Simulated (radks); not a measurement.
Results of a calculation; reference values are marked as such.
Ionisation of the antimony ion Sb+, [Kr] 4d10 5s2 5p2, to Sb2+, [Kr] 4d10 5s2 5p1, under several functionals. Scalar-relativistic Kohn-Sham, spin-polarised, spherical densities, finite nucleus; open shells are filled with parallel spins first (spin-orbit coupling, left out, can overturn this in heavy ions); a radial shooting solver on a logarithmic mesh with Libxc functionals.

\begin{tabular}{lrrrrrr}
functional & E(Sb+) (hartree) & Exc (hartree) & IE (eV) & -e(HOMO) (eV) & <r> HOMO (bohr) & IE error (eV) \\ \hline
r2SCAN & -6481.87278 & -170.48202 & 16.761 & 12.940 & 2.639 & +0.135 \\
MS2 meta-GGA & -6480.88687 & -169.65444 & 16.589 & 12.784 & 2.644 & -0.037 \\
TASK exchange with Perdew-Wang LDA correlation & -6480.56203 & -169.01099 & 16.888 & 13.131 & 2.604 & +0.262 \\
exchange-only B88 & -6479.08736 & -167.96274 & 15.814 & 11.946 & 2.689 & -0.812 \\
RPBE & -6481.32927 & -170.24374 & 16.466 & 12.593 & 2.655 & -0.160 \\
XLYP & -6482.19422 & -171.10157 & 16.347 & 12.387 & 2.660 & -0.279 \\
B86b exchange with PBE correlation & -6481.71981 & -170.63444 & 16.538 & 12.640 & 2.652 & -0.088 \\
\end{tabular}

NIST Atomic Spectra Database: 16.63 eV (measured). Closest: MS2 meta-GGA. The Delta-SCF values span 1.07 eV, the total energies 3.11 hartree. The highest occupied level is 5p. Open shells are spherical and high-spin; term and fine-structure splittings are not resolved. Spin-orbit splitting is averaged out at the scalar-relativistic level.
